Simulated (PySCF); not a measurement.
acetylene (C2H2), singlet, geometry from GFN2-xTB; CISD/cc-pVDZ (PySCF).

Here is a job for PySCF.
```python
from pyscf import gto, scf, ci

mol = gto.Mole()
mol.atom = '''
    C    -0.000000   -0.000000   -0.596862
    C     0.000000    0.000000    0.596862
    H     0.000000    0.000000    1.646575
    H    -0.000000   -0.000000   -1.646575
'''
mol.basis = 'cc-pvdz'
mol.charge = 0
mol.spin = 0
mol.verbose = 3
mol.build()

mf = scf.RHF(mol)
mf.kernel()

myci = ci.CISD(mf)
myci.kernel()
print('E(CISD) = %.10f' % myci.e_tot)
mf.analyze()
```

It wrote (shortened):

```
converged SCF energy = -76.825703554301
E(RCISD) = -77.08069517078481  E_corr = -0.2549916164837667
E(CISD) = -77.0806951708
**** MO energy ****
MO #1   energy= -11.244419554893   occ= 2
MO #2   energy= -11.2405113087852  occ= 2
MO #3   energy= -1.03093361525666  occ= 2
MO #4   energy= -0.767026688060183 occ= 2
MO #5   energy= -0.679652646428501 occ= 2
MO #6   energy= -0.408562549590366 occ= 2
MO #7   energy= -0.408562549590366 occ= 2
MO #8   energy= 0.194194445353587  occ= 0
MO #9   energy= 0.202306587682292  occ= 0
MO #10  energy= 0.202306587682293  occ= 0
MO #11  energy= 0.223917756525058  occ= 0
MO #12  energy= 0.503542986219854  occ= 0
MO #13  energy= 0.535669516719584  occ= 0
MO #14  energy= 0.658771161959821  occ= 0
MO #15  energy= 0.658771161959823  occ= 0
 ** Mulliken atomic charges  **
charge of    0C =     -0.15981
charge of    1C =     -0.15981
charge of    2H =      0.15981
charge of    3H =      0.15981
Dipole moment(X, Y, Z, Debye): -0.00000, -0.00000,  0.00000
```
